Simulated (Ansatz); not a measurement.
CH5BCl3N (`C[NH2+][B-](Cl)(Cl)Cl`) at its PBE0-D4/def2-TZVP geometry, where that method's forces vanish. Total charge 0; spin multiplicity 1.

```xyz
11

C     0.7145    0.1503   -1.1484
N     0.1213   -0.5860   -0.0149
B    -0.7334    0.2694    1.0542
Cl    0.4089    1.5002    1.7743
Cl   -1.2819   -0.9855    2.2748
Cl   -2.1261    1.0143    0.1356
H     1.2615   -0.5351   -1.7949
H     1.3822    0.9105   -0.7498
H    -0.0890    0.6326   -1.7000
H    -0.5058   -1.3141   -0.3533
H     0.8478   -1.0566    0.5224
```

(1) What forces (eV/Å) does ωB97M-V/def2-TZVPP give on these atoms in Ansatz 0.2.0? (Estimate.)

Answers

(1) Ansatz gave: 
```
C1   0.101  0.154 -0.201
N2  -0.028 -0.202  0.103
B3  -0.005 -0.001  0.008
Cl4  0.067  0.068  0.036
Cl5 -0.032 -0.068  0.070
Cl6 -0.075  0.041 -0.056
H7  -0.046  0.064  0.052
H8  -0.047 -0.061 -0.042
H9   0.071 -0.039  0.034
H10  0.032  0.029  0.021
H11 -0.038  0.015 -0.024
```
